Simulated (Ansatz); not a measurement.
Molecule: GaBr (charge 0, singlet). 
Structure (B3LYP-D3(BJ)/def2-TZVP (Ansatz, a quantum-chemistry and plane-wave program) minimum search):
```
Ga
Br 1 2.3998
```
Charge 0, spin multiplicity 1.

Basis-set convergence of Hartree-Fock and CCSD correlation energies (hartree) with Ansatz. Cores are frozen in the correlated levels unless marked. Spin-orbit coupling is left out. The frozen core is the preceding noble-gas configuration, with the filled d and f shells of earlier blocks. No relativistic terms.

```tsv
basis	functions	E(HF)	E(corr, CCSD)
aug-cc-pVDZ	72	-4495.68220	-0.18604
aug-cc-pVTZ	118	-4495.82594	-0.23585
aug-cc-pVQZ	186	-4495.83066	-0.25421
```

Extrapolating the two largest sets (X = 3 and 4) as X^-3: E(corr) = (64·(-0.25421) - 27·(-0.23585))/37 = -0.2676 Eh, an estimate of the basis-set limit. The largest set recovers 95.0 % of it, the smallest 69.5 %.
